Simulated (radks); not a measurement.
The numbers below are computed, except where a source is named.
Spherical quantum dot in the effective-mass picture: electrons in a parabolic well V = omega^2 r^2 / 2 with omega = 0.865, with a point charge +1 (a donor) at the centre, all in effective atomic units (hartree* = m*/eps^2 hartree, bohr* = eps/m* bohr), one dielectric constant everywhere. Level of theory: non-relativistic Kohn-Sham, r2SCAN, spin-polarised, spherical densities, generalised Kohn-Sham scheme (a radial shooting solver with Libxc functionals). Levels are named by radial order and angular momentum (1s, 1p, 1d, 2s, ...), and open shells are averaged over m. Results are scaled to m* = 0.155 and eps = 13.6, for which hartree* = 22.8 meV and bohr* = 4.643 nm. Each electron was tried in the lowest free levels, single moves between levels near the top were tried too, and the lowest total energy was kept; such a search can miss a lower state. At N = 1 the Hartree and exchange-correlation terms need not cancel, so that row can carry a self-interaction error.

\begin{tabular}{lrrrrr}
N & open shells & 2S & mu = E(N) - E(N-1) (meV) & addition energy mu(N+1) - mu(N) (meV) & rms radius (nm) \\ \hline
1 & 1s(up 1, down 0) & 1 & 1.2731 & 20.40 & 4.789 \\
2 & none & 0 & 21.673 & 38.18 & 5.276 \\
3 & 1p(up 1, down 0) & 1 & 59.851 & 9.795 & 6.433 \\
4 & 1p(up 2, down 0) & 2 & 69.647 & 10.13 & 7.057 \\
5 & 1p(up 3, down 0) & 3 & 79.773 & 14.22 & 7.500 \\
6 & 1p(up 3, down 1) & 2 & 93.989 & 8.774 & 7.891 \\
7 & 1p(up 3, down 2) & 1 & 102.76 & 9.060 & 8.215 \\
8 & none & 0 & 111.82 & 20.29 & 8.499 \\
9 & 2s(up 1, down 0) & 1 & 132.11 & 10.03 & 8.880 \\
10 & none & 0 & 142.14 & 10.23 & 9.212 \\
11 & 1d(up 1, down 0) & 1 & 152.38 & 7.678 & 9.508 \\
12 & 1d(up 2, down 0) & 2 & 160.05 & 7.681 & 9.772 \\
13 & 1d(up 3, down 0) & 3 & 167.73 & 7.507 & 10.01 \\
14 & 1d(up 5, down 0) 2s(up 1, down 0) & 6 & 175.24 & 7.830 & 10.23 \\
15 & 1d(up 5, down 0) & 5 & 183.07 & 10.10 & 10.44 \\
16 & 1d(up 5, down 1) & 4 & 193.17 & 7.030 & 10.64 \\
17 & 1d(up 5, down 2) & 3 & 200.20 & 7.068 & 10.83 \\
18 & 1d(up 5, down 3) & 2 & 207.27 & 7.057 & 11.01 \\
19 & 1d(up 5, down 4) & 1 & 214.33 & 7.022 & 11.18 \\
20 & none & 0 & 221.35 & 18.76 & 11.34 \\
21 & 1f(up 1, down 0) & 1 & 240.11 & 6.448 & 11.54 \\
22 & 1f(up 2, down 0) & 2 & 246.56 & 6.439 & 11.72 \\
23 & 1f(up 3, down 0) & 3 & 253.00 & 6.415 & 11.89 \\
24 & 1f(up 4, down 0) & 4 & 259.41 & 6.385 & 12.06 \\
25 & 1f(up 5, down 0) & 5 & 265.80 & 6.349 & 12.22 \\
26 & 1f(up 6, down 0) & 6 & 272.15 & 6.311 & 12.37 \\
27 & 1f(up 7, down 0) & 7 & 278.46 & 8.657 & 12.52 \\
28 & 1f(up 7, down 1) & 6 & 287.12 & 6.009 & 12.66 \\
29 & 1f(up 7, down 2) & 5 & 293.13 & 6.013 & 12.80 \\
30 & 1f(up 7, down 3) & 4 & 299.14 & 6.004 & 12.93 \\
31 & 1f(up 7, down 4) & 3 & 305.14 & 5.986 & 13.06 \\
32 & 1f(up 7, down 5) & 2 & 311.13 & 5.964 & 13.19 \\
33 & 1f(up 7, down 6) & 1 & 317.09 & 5.938 & 13.31 \\
34 & none & 0 & 323.03 & 7.495 & 13.43 \\
35 & 2p(up 1, down 0) & 1 & 330.52 & 5.834 & 13.55 \\
36 & 2p(up 2, down 0) & 2 & 336.36 & 5.897 & 13.67 \\
37 & 2p(up 3, down 0) & 3 & 342.26 & 7.747 & 13.78 \\
38 & 2p(up 3, down 1) & 2 & 350.00 & 5.663 & 13.89 \\
39 & 2p(up 3, down 2) & 1 & 355.67 & 5.708 & 14.00 \\
40 & none & 0 & 361.37 & 12.13 & 14.11 \\
41 & 1g(up 1, down 0) & 1 & 373.50 & 5.444 & 14.23 \\
42 & 1g(up 2, down 0) & 2 & 378.94 & - & 14.34 \\
\end{tabular}

All shells are closed at N = 2, 8, 10, 20, 34, 40 (there: 1s2 1p6 1d10 2s2 1f14 2p6); the second difference of the energy has clear peaks (12 % above both neighbours; the first and last values, which can be the largest, are not judged, and half-filled shells can peak too) at N = 2, 5, 8, 15, 20, 27, 34, 37, 40.
